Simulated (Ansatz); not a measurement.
Ansatz (a quantum-chemistry and plane-wave program) input (B3LYP/LANL2DZ): The .json file is the Basis Set Exchange's LANL2DZ.

Ansatz 0.2 input:
```yaml
crystal:
  periodic: [false, false, false]
  atoms:
    - {symbol: C, position_ang: [-1.82422400, -0.00727500, -0.06648000]}
    - {symbol: C, position_ang: [-0.54561500, 0.31879700, -0.02996500]}
    - {symbol: C, position_ang: [0.69460200, -0.03732300, 0.02657300]}
    - {symbol: O, position_ang: [1.85279800, -0.16939700, 0.07307400]}
    - {symbol: H, position_ang: [-2.60217500, 0.74973500, -0.11870600]}
    - {symbol: H, position_ang: [-2.16878700, -1.03975800, -0.04665000]}
basis:
  gaussian:
    orbitals: LANL2DZ.json
hamiltonian:
  xc: {name: B3LYP}
relax: {f_tol: 0.003, max_steps: 120}
```

Output:

```
Functional definition: B3LYP
integrals: 0.01 GiB planned
620 factors; integrals over basis functions are off by at most 3.4e-4 eV
mean field: 0.11 GiB planned
mean field evaluation 1: about -5182.6536 eV, gradient 4.1e1 eV
mean field evaluation 2: about -5180.2794 eV, gradient 5.5e1 eV
mean field evaluation 4: about -5186.9405 eV, gradient 4.8e0 eV
mean field evaluation 8: about -5186.9914 eV, gradient 5.1e-2 eV
mean field -5186.99137345 eV, -190.6184171054 hartree, gradient 2.2e-5 eV, S^2 0.000000; 0 other end points of the search recorded, 0 dependent functions left out
the calculation of the forces begins
reference -5186.99155788 eV, -190.6184238828 hartree; 14, 14 occupied and 26, 26 virtual orbitals, 620 factors
relax step   1: F+E_penalty+E_count = -5186.99137345 eV  Δ(F+E_penalty+E_count) = +0.000e0 eV  max|allowed force component| = 3.819e0 eV/Å  Δτ_max = 0.0000 Å  (26 SCF iters, accepted)
these checks for a lower state are left out or cut short: starts, cluster_reference, orbital_swaps, neighbouring_geometries, increment
integrals: 0.01 GiB planned
620 factors; integrals over basis functions are off by at most 3.4e-4 eV
mean field: 0.11 GiB planned
mean field evaluation 16: about -5187.0584 eV, gradient 3.1e0 eV
mean field -5187.08950421 eV, -190.6220233443 hartree, gradient 2.2e-5 eV, S^2 0.000000; 0 other end points of the search recorded, 0 dependent functions left out
the calculation of the forces begins
reference -5187.08968969 eV, -190.6220301605 hartree; 14, 14 occupied and 26, 26 virtual orbitals, 620 factors
relax step   2: F+E_penalty+E_count = -5187.08950421 eV  Δ(F+E_penalty+E_count) = -9.813e-2 eV  max|allowed force component| = 5.274e-1 eV/Å  Δτ_max = 0.0506 Å  (29 SCF iters, accepted)
these checks for a lower state are left out or cut short: starts, cluster_reference, orbital_swaps, neighbouring_geometries, increment
integrals: 0.01 GiB planned
620 factors; integrals over basis functions are off by at most 3.4e-4 eV
mean field: 0.11 GiB planned
mean field -5187.09490693 eV, -190.6222218905 hartree, gradient 1.2e-5 eV, S^2 0.000000; 0 other end points of the search recorded, 0 dependent functions left out
the calculation of the forces begins
reference -5187.09509247 eV, -190.6222287088 hartree; 14, 14 occupied and 26, 26 virtual orbitals, 620 factors
relax step   3: F+E_penalty+E_count = -5187.09490693 eV  Δ(F+E_penalty+E_count) = -5.403e-3 eV  max|allowed force component| = 2.701e-1 eV/Å  Δτ_max = 0.0154 Å  (29 SCF iters, accepted)
these checks for a lower state are left out or cut short: starts, cluster_reference, orbital_swaps, neighbouring_geometries, increment
integrals: 0.01 GiB planned
620 factors; integrals over basis functions are off by at most 3.4e-4 eV
mean field: 0.11 GiB planned
mean field evaluation 32: about -5187.0229 eV, gradient 4.2e0 eV
mean field -5187.10731920 eV, -190.6226780330 hartree, gradient 8.8e-6 eV, S^2 0.000000; 0 other end points of the search recorded, 0 dependent functions left out
the calculation of the forces begins
reference -5187.10750413 eV, -190.6226848289 hartree; 14, 14 occupied and 26, 26 virtual orbitals, 620 factors
relax step   4: F+E_penalty+E_count = -5187.10731920 eV  Δ(F+E_penalty+E_count) = -1.241e-2 eV  max|allowed force component| = 2.239e-1 eV/Å  Δτ_max = 0.0727 Å  (29 SCF iters, accepted)
these checks for a lower state are left out or cut short: starts, cluster_reference, orbital_swaps, neighbouring_geometries, increment
integrals: 0.01 GiB planned
620 factors; integrals over basis functions are off by at most 3.4e-4 eV
mean field: 0.11 GiB planned
mean field -5187.11488634 eV, -190.6229561201 hartree, gradient 1.0e-5 eV, S^2 0.000000; 0 other end points of the search recorded, 0 dependent functions left out
the calculation of the forces begins
reference -5187.11507146 eV, -190.6229629233 hartree; 14, 14 occupied and 26, 26 virtual orbitals, 620 factors
relax step   5: F+E_penalty+E_count = -5187.11488634 eV  Δ(F+E_penalty+E_count) = -7.567e-3 eV  max|allowed force component| = 3.657e-1 eV/Å  Δτ_max = 0.0790 Å  (29 SCF iters, accepted)
these checks for a lower state are left out or cut short: starts, cluster_reference, orbital_swaps, neighbouring_geometries, increment
integrals: 0.01 GiB planned
620 factors; integrals over basis functions are off by at most 3.4e-4 eV
mean field: 0.11 GiB planned
mean field -5187.12409115 eV, -190.6232943908 hartree, gradient 2.0e-5 eV, S^2 0.000000; 0 other end points of the search recorded, 0 dependent functions left out
the calculation of the forces begins
reference -5187.12427505 eV, -190.6233011491 hartree; 14, 14 occupied and 26, 26 virtual orbitals, 620 factors
relax step   6: F+E_penalty+E_count = -5187.12409115 eV  Δ(F+E_penalty+E_count) = -9.205e-3 eV  max|allowed force component| = 2.943e-1 eV/Å  Δτ_max = 0.1108 Å  (29 SCF iters, accepted)
these checks for a lower state are left out or cut short: starts, cluster_reference, orbital_swaps, neighbouring_geometries, increment
integrals: 0.01 GiB planned
620 factors; integrals over basis functions are off by at most 3.4e-4 eV
mean field: 0.11 GiB planned
mean field -5187.12588157 eV, -190.6233601876 hartree, gradient 7.5e-5 eV, S^2 0.000000; 0 other end points of the search recorded, 0 dependent functions left out
the calculation of the forces begins
reference -5187.12606568 eV, -190.6233669534 hartree; 14, 14 occupied and 26, 26 virtual orbitals, 620 factors
relax step   7: F+E_penalty+E_count = -5187.12588157 eV  Δ(F+E_penalty+E_count) = -1.790e-3 eV  max|allowed force component| = 3.865e-2 eV/Å  Δτ_max = 0.0377 Å  (26 SCF iters, accepted)
these checks for a lower state are left out or cut short: starts, cluster_reference, orbital_swaps, neighbouring_geometries, increment
integrals: 0.01 GiB planned
620 factors; integrals over basis functions are off by at most 3.4e-4 eV
mean field: 0.11 GiB planned
mean field evaluation 64: about -5187.1243 eV, gradient 6.4e-5 eV
mean field -5187.12425198 eV, -190.6233003010 hartree, gradient 1.3e-5 eV, S^2 0.000000; 0 other end points of the search recorded, 0 dependent functions left out
the calculation of the forces begins
reference -5187.12443655 eV, -190.6233070839 hartree; 14, 14 occupied and 26, 26 virtual orbitals, 620 factors
relax step   8: F+E_penalty+E_count = -5187.12425198 eV  Δ(F+E_penalty+E_count) = +1.630e-3 eV  max|allowed force component| = 1.970e-1 eV/Å  Δτ_max = 0.0855 Å  (27 SCF iters, rejected (line search))
these checks for a lower state are left out or cut short: starts, cluster_reference, orbital_swaps, neighbouring_geometries, increment
integrals: 0.01 GiB planned
620 factors; integrals over basis functions are off by at most 3.4e-4 eV
mean field: 0.11 GiB planned
mean field -5187.12599150 eV, -190.6233642272 hartree, gradient 7.3e-5 eV, S^2 0.000000; 0 other end points of the search recorded, 0 dependent functions left out
the calculation of the forces begins
reference -5187.12617567 eV, -190.6233709953 hartree; 14, 14 occupied and 26, 26 virtual orbitals, 620 factors
relax step   9: F+E_penalty+E_count = -5187.12599150 eV  Δ(F+E_penalty+E_count) = -1.099e-4 eV  max|allowed force component| = 3.511e-3 eV/Å  Δτ_max = 0.0153 Å  (26 SCF iters, accepted)
these checks for a lower state are left out or cut short: starts, cluster_reference, orbital_swaps, neighbouring_geometries, increment
integrals: 0.01 GiB planned
620 factors; integrals over basis functions are off by at most 3.4e-4 eV
mean field: 0.11 GiB planned
mean field -5187.12597184 eV, -190.6233635049 hartree, gradient 7.3e-5 eV, S^2 0.000000; 0 other end points of the search recorded, 0 dependent functions left out
the calculation of the forces begins
reference -5187.12615613 eV, -190.6233702774 hartree; 14, 14 occupied and 26, 26 virtual orbitals, 620 factors
relax step  10: F+E_penalty+E_count = -5187.12597184 eV  Δ(F+E_penalty+E_count) = +1.965e-5 eV  max|allowed force component| = 2.114e-2 eV/Å  Δτ_max = 0.0124 Å  (26 SCF iters, rejected (line search))
these checks for a lower state are left out or cut short: starts, cluster_reference, orbital_swaps, neighbouring_geometries, increment
integrals: 0.01 GiB planned
620 factors; integrals over basis functions are off by at most 3.4e-4 eV
mean field: 0.11 GiB planned
mean field -5187.12595436 eV, -190.6233628623 hartree, gradient 7.3e-5 eV, S^2 0.000000; 0 other end points of the search recorded, 0 dependent functions left out
the calculation of the forces begins
reference -5187.12613858 eV, -190.6233696323 hartree; 14, 14 occupied and 26, 26 virtual orbitals, 620 factors
relax step  11: F+E_penalty+E_count = -5187.12595436 eV  Δ(F+E_penalty+E_count) = +3.714e-5 eV  max|allowed force component| = 3.387e-2 eV/Å  Δτ_max = 0.0061 Å  (27 SCF iters, rejected (line search))
these checks for a lower state are left out or cut short: starts, cluster_reference, orbital_swaps, neighbouring_geometries, increment
integrals: 0.01 GiB planned
620 factors; integrals over basis functions are off by at most 3.4e-4 eV
mean field: 0.11 GiB planned
mean field -5187.12600007 eV, -190.6233645421 hartree, gradient 2.6e-5 eV, S^2 0.000000; 0 other end points of the search recorded, 0 dependent functions left out
the calculation of the forces begins
reference -5187.12618426 eV, -190.6233713111 hartree; 14, 14 occupied and 26, 26 virtual orbitals, 620 factors
relax step  12: F+E_penalty+E_count = -5187.12600007 eV  Δ(F+E_penalty+E_count) = -8.570e-6 eV  max|allowed force component| = 1.848e-3 eV/Å  Δτ_max = 0.0030 Å  (22 SCF iters, accepted)
these checks for a lower state are left out or cut short: starts, cluster_reference, orbital_swaps, neighbouring_geometries, increment
integrals: 0.01 GiB planned
620 factors; integrals over basis functions are off by at most 3.4e-4 eV
mean field: 0.11 GiB planned
mean field -5187.12600641 eV, -190.6233647752 hartree, gradient 2.3e-5 eV, S^2 0.000000; 0 other end points of the search recorded, 0 dependent functions left out
the calculation of the forces begins
reference -5187.12619064 eV, -190.6233715455 hartree; 14, 14 occupied and 26, 26 virtual orbitals, 620 factors
relax step  13: F+E_penalty+E_count = -5187.12600641 eV  Δ(F+E_penalty+E_count) = -6.341e-6 eV  max|allowed force component| = 1.196e-3 eV/Å  Δτ_max = 0.0057 Å  (22 SCF iters, accepted)
integrals: 0.01 GiB planned
620 factors; integrals over basis functions are off by at most 3.4e-4 eV
mean field: 0.11 GiB planned
mean field evaluation 96: about -5187.1268 eV, gradient 3.7e-2 eV
mean field -5187.12600641 eV, -190.6233647752 hartree, gradient 2.3e-5 eV, S^2 0.000000; 1 other end points of the search recorded, 0 dependent functions left out
the calculation of the forces begins
reference -5187.12619064 eV, -190.6233715455 hartree; 14, 14 occupied and 26, 26 virtual orbitals, 620 factors
Total energy: -5187.12619064 eV, -190.6233715455 hartree
Atom 0 at    -1.868896    -0.058789    -0.066496 Å, force    -0.000254     0.000103    -0.000041 eV/Å
Atom 1 at    -0.536107    -0.024986    -0.018825 Å, force     0.000586    -0.000020     0.000065 eV/Å
Atom 2 at     0.747645     0.007418     0.027110 Å, force     0.000010     0.000068    -0.000040 eV/Å
Atom 3 at     1.958312     0.038040     0.070423 Å, force    -0.001196    -0.000072    -0.000029 eV/Å
Atom 4 at    -2.469605     0.853173    -0.117108 Å, force     0.000453    -0.000348     0.000033 eV/Å
Atom 5 at    -2.424750    -1.000077    -0.057258 Å, force     0.000401     0.000269     0.000012 eV/Å
Dipole moment:    -0.706909    -0.017927    -0.025287 e Å
```

The geometry given is a B3LYP-D3(BJ)/def2-TZVP minimum.
